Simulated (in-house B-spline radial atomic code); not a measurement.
A calculation on Cl⁶⁺ (an excited or competing configuration): its settings, and results tabulated from the run. All numbers are computed (Dirac-Hartree-Fock, average of configuration; Fermi nucleus of rms radius 3.3654 fm) with an all-electron radial atomic-structure program (B-spline basis), not measured.

Command:
```bash
python run_scf.py task.json out
```
Settings (nuclear radius in fm, mass in u):
```
Z                17
configuration    1s2 2s2 2p6 6s1
hamiltonian      dirac
method           hf
spin_polarised   False
nucleus          fermi
rms_radius       3.3654
atomic_mass      34.96885
speed_of_light   137.035999084
```

Output (hartree, bohr):
```
 radial grid: 71 intervals, B-splines of order 8, outer radius 28.6567 bohr

 iter        energy (Eh)    residual
    1       -440.4919892    8.65e-01
    2       -446.8127730    1.84e-01
    3       -446.9873204    7.79e-02
    4       -447.0180610    3.31e-02
    5       -447.0244360    4.61e-03
    6       -447.0246143    6.63e-05
    7       -447.0246143    1.69e-06
    8       -447.0246143    3.16e-08

 total energy                     -447.024614
 kinetic                            449.91454
 electron-nucleus                 -1016.33603
 electron-electron                  119.39687

 first-order corrections (not in the total)
   Gaunt                            0.11434
   retardation                     -0.00836
   frequency dependence            -0.00010
   self-energy                      0.07586
   Uehling                         -0.00514
   Wichmann-Kroll                   0.00001
   recoil                           0.00582

 orbital      occ     eigenvalue          <r>       <r^2>       <1/r>       <r^4>     <1/r^3>       r_max    small
 1s1/2      2.000     -110.15317    0.0908062   0.0110928     16.6897 0.000318674           -     0.05949  3.67e-03
 2s1/2      2.000      -15.23343     0.436225    0.225089      3.3646   0.0892443           -       0.359  5.91e-04
 2p1/2      2.000      -12.71527     0.398254    0.196144     3.25732   0.0793152           -      0.2994  5.63e-04
 2p3/2      4.000      -12.64920      0.40037    0.198077     3.23381   0.0807334     102.929      0.3011  5.59e-04
 6s1/2      1.000       -0.82722      6.35653     45.1301    0.226021     2670.65           -       6.842  2.36e-05
```

Run time, properties included: 0.53 s on 1 thread of x86-64 server CPU, with other jobs on the host.

For the Dirac Hamiltonian the kinetic term is c α·p + (β - 1)c².
